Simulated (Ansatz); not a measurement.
Total energies of In(PH3)H3 (InPH₆) from Ansatz at PBE0-D4/def2-TZVP, gas phase (1 Eh = 27.2114 eV = 2625.5 kJ/mol). The reference geometry is relaxed at B3LYP-D4/def2-TZVP.

```xyz
8

In    0.544    0.353    1.491
P    -0.403   -0.269   -1.114
H     0.478   -0.223   -2.214
H    -1.436    0.510   -1.672
H    -0.963   -1.535   -1.381
H     1.132    1.927    1.056
H     1.659   -0.974    1.583
H    -1.011    0.210    2.249
```

```json
{"state": "charge 0 singlet", "geometry": "reference", "energy (Eh)": "-534.92277"}
{"state": "charge 1 doublet", "geometry": "reference", "energy (Eh)": "-534.56611"}
{"state": "charge 1 doublet", "geometry": "relaxed at B3LYP-D4/def2-TZVP", "energy (Eh)": "-534.59996"}
{"state": "free In atom (doublet)", "geometry": "–", "energy (Eh)": "-190.11398"}
{"state": "free P atom (quartet)", "geometry": "–", "energy (Eh)": "-341.13505"}
{"state": "free H atom (doublet)", "geometry": "–", "energy (Eh)": "-0.50104"}
```

In the def2 sets In takes a core potential; there is no spin–orbit coupling.

Task: Work out the vertical ionisation energy to the doublet.

Result: E(charge 1 doublet) − E(charge 0 singlet) = -534.56611 − (-534.92277) = 0.35666 Eh = 9.71 eV. For comparison, −ε of the highest occupied level is 7.59 eV at this level, 2.12 eV less.

Task: How much does the charge 1 doublet relax, and what is the adiabatic ionisation energy?

Result: Relaxation: -534.56611 − (-534.59996) = 0.03385 Eh = 0.92 eV. Adiabatic ionisation energy: 0.32281 Eh = 8.78 eV, without zero-point energy. Bonds change on the way (1 lost, 0 formed), so the relaxed form is another species. 

Task: What is the binding energy per atom against free atoms?

Result: Atoms: 1 × (-190.11398) + 1 × (-341.13505) + 6 × (-0.50104) = -534.25527 Eh. Binding: -534.25527 − (-534.92277) = 0.66750 Eh = 18.16 eV, or 2.27 eV for each of 8 atoms (no zero-point energy, no counterpoise term).
